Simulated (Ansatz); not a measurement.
Gas-phase electronic energies from Ansatz, PBE0-D4/def2-TZVP geometries. CCSD(T)/CBS is the MP2 limit (def2-TZVPP, def2-QZVPP) plus CCSD(T) − MP2 in def2-TZVPP, frozen cores. This one scheme is used for every species. DFT in def2-TZVPP. For Ge outer-core shells are correlated without core-valence functions, which leaves a few kJ/mol of doubt a bond. Scalar relativity is left out up to krypton. One conformer a species, not always the lowest.

`CB[S][GeH3]` + `BF` → `CBBF` + `[SH][GeH3]`  (formal exchange of groups at a B–S bond)

CCSD(T)/CBS gives +123.6 kJ/mol.

Another level gave +119.0 kJ/mol. Which?
A. PBE0-D4/def2-TZVPP
B. HF/def2-TZVPP
C. CCSD(T)/def2-TZVPP
D. SCS-MP2/def2-TZVPP

A. PBE0-D4 119.0, HF/def2-TZVPP 112.2, CCSD(T)/def2-TZVPP 124.7, SCS-MP2/def2-TZVPP 129.0 kJ/mol.

Largest T1 diagnostic among the species: 0.013.

The D4 term adds +6.6 kJ/mol with B3LYP and +3.6 kJ/mol with PBE0; it sums over pairs of atoms, weighted by their polarisabilities, and B3LYP, whose exchange is more repulsive, gets the larger term. In def2-TZVPP, CCSD(T) changes the Hartree–Fock value by +12.5 kJ/mol (the triples alone add +4.6 kJ/mol) and MP2 by +23.1 kJ/mol.

B3LYP here is the variant with VWN-RPA as its local correlation; programs differ in this.
